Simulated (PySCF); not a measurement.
Computed IR spectrum (relative IR intensity) of a molecule C₇H₁₆. The structure is a stationary point at B3LYP-D3(BJ)/def2-SVP. Other conformers were not sampled. Computed with B3LYP-D3(BJ)/def2-SVP (PySCF 2.14.0). No scaling factor is applied to the harmonic values.

ν (cm⁻¹): 740 (vw), 1249 (w), 1362 (vw), 1470 (w), 1489 (vw), 3006 (w), 3017 (vs), 3021 (s), 3066 (vs), 3098 (vs), 3106 (s) (against the strongest line: vs over 80 %, s over 45 %, m over 15 %, w over 4 %, vw less)

Question: Pick the molecule that these values belong to.
(A) CC(C)CC(C)C
(B) CCCCC(C)C
(C) CC(C)C(C)(C)C
(D) CCCCCCC

Answer: D, CCCCCCC
